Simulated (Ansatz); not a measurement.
Species: dimethoxygermane, C₂H₈GeO₂, charge 0, multiplicity 1. 
Geometry from a B3LYP-D3(BJ)/def2-TZVP (Ansatz, a first-principles code) optimisation:
SMILES: C[O][GeH2][O]C
```xyz
13

C     -1.8821     1.0718    -0.8456
O     -1.1096    -0.1127    -0.9786
Ge    -0.0763    -0.6327     0.3782
O      1.1691     0.6061     0.6836
C      2.1194     0.8970    -0.3311
H     -1.2498     1.9566    -0.7210
H     -2.4704     1.1892    -1.7566
H     -2.5708     1.0162     0.0056
H     -0.8755    -0.6899     1.6873
H      0.5585    -1.9401    -0.1154
H      2.8116     1.6413     0.0649
H      2.6943     0.0088    -0.6182
H      1.6429     1.3048    -1.2283
```
Charge 0, spin multiplicity 1.

Total electronic energies in hartree. Correlated levels leave the core frozen unless marked. Spin-orbit coupling is left out. Frozen are the shells of the preceding noble gas and the d and f shells that filled before the atom's block. No relativistic terms. CBS(X,Y): correlation extrapolated as X^-3; Hartree-Fock from the larger set.

```json
[
 {"level": "BLYP-D3(BJ)/def2-TZVPD", "program": "Ansatz + dftd3", "energy (Eh)": "-2308.58758"},
 {"level": "PBE0/6-31G*", "program": "Ansatz", "energy (Eh)": "-2307.67270"},
 {"level": "r2SCAN0/def2-TZVPD", "program": "Ansatz", "energy (Eh)": "-2308.40375"},
 {"level": "MP2/cc-pVDZ", "program": "Ansatz", "energy (Eh)": "-2306.23391"},
 {"level": "SCS-MP2/6-31G", "program": "Ansatz", "energy (Eh)": "-2305.54252"},
 {"level": "SCS-MP2/aug-cc-pVDZ", "program": "Ansatz", "energy (Eh)": "-2306.29793"},
 {"level": "CCSD(T)/aug-cc-pVDZ", "program": "Ansatz", "energy (Eh)": "-2306.38174"},
 {"level": "CCSD(T)/cc-pVQZ", "program": "Ansatz", "energy (Eh)": "-2306.74648"},
 {"level": "CCSD(T)/CBS(cc-pVTZ,cc-pVQZ)", "program": "Ansatz", "energy (Eh)": "-2306.7925"}
]
```

Totals of different functionals don't rank their quality; only differences between species are comparable.
